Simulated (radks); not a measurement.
Effect of the nuclear size on the oxygen ion O+, [He] 2s2 2p3. Method: Dirac Kohn-Sham, LDA (Slater exchange, Perdew-Wang correlation), spin-unpolarised, spherical densities, finite nucleus; open shells are shared between the two j in proportion to 2j + 1; Fermi nuclear charge, rms radius 2.6991 fm; computed with a radial shooting solver on a logarithmic mesh with Libxc functionals. The rms radius is varied about that value; shifts are against it.

[
 {"rms radius (fm)": "2.2618", "total energy shift (eV)": "-0.000113", "density at nucleus (e/bohr^3)": "318.8", "1s1/2 shift (meV)": "-0.044"},
 {"rms radius (fm)": "2.4454", "total energy shift (eV)": "-0.0000678", "density at nucleus (e/bohr^3)": "318.7", "1s1/2 shift (meV)": "-0.027"},
 {"rms radius (fm)": "2.6991", "total energy shift (eV)": "0", "density at nucleus (e/bohr^3)": "318.6", "1s1/2 shift (meV)": "0.000"},
 {"rms radius (fm)": "2.9258", "total energy shift (eV)": "0.0000661", "density at nucleus (e/bohr^3)": "318.4", "1s1/2 shift (meV)": "0.026"},
 {"rms radius (fm)": "3.1849", "total energy shift (eV)": "0.000148", "density at nucleus (e/bohr^3)": "318.3", "1s1/2 shift (meV)": "0.058"}
]

Slopes of the eigenvalues against <r^2> in GHz/fm^2, as finite differences over the two radii next to the reference (eigenvalue slopes, not the field-shift constants of lines): 1s1/2 4.92.
